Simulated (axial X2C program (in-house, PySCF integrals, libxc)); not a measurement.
# How long does VB take?

A bond scan computed with an in-house all-electron X2C program for linear molecules (integrals from PySCF). Basis: V dyall-cv3z [10s10p6d4f2g], B dyall-v3z [7s6p2d1f] (cores contracted in-house).

Input file and command:
```json
{"zs": [23, 5], "q": 0, "bas": ["dyall-cv3z", "dyall-v3z"], "levels": ["PBE0", "HF", "TPSSh"], "cc": true, "r0": 2.19, "thr": -2.0, "nmax": 90, "npts": 10, "nst": 2, "ntry": 6}
```
```bash
python so2c.py task.json out
```

Keys: zs atomic numbers; q charge; bas basis sets; levels methods; cc coupled cluster on or off; r0 starting distance in Å; thr threshold in hartree for freezing inner shells (an s shell follows its p shell); nmax most natural virtual spinors; npts points on the curve; nst determinants followed; ntry starts of the search. HF also brings MP2.

Hardware: 1 thread of AMD EPYC 7B13 (Zen 3) (shared host).

Wall time of one point of each curve, integrals apart:

```csv
Hamiltonian,level,points,seconds a point
spin-free,PBE0,10,0.74
spin-free,HF,10,0.38
spin-free,"CCSD(T) (8 electrons, 90 virtuals)",7,4
spin-free,TPSSh,10,1.3
2c,PBE0,10,0.94
2c,HF,10,0.7
2c,"CCSD(T) (8 electrons, 90 virtuals)",7,4.6
2c,TPSSh,10,1.7
```

The rest:

Search with its distance optimisation 33 s, atoms 7.4 s, whole task 170 s. Coupled cluster runs on the points near the minimum only. The program drops outer points, and coupled cluster, when its time limit (not in the input) nears; MP2, further determinants and curves that did not converge are not in the table.
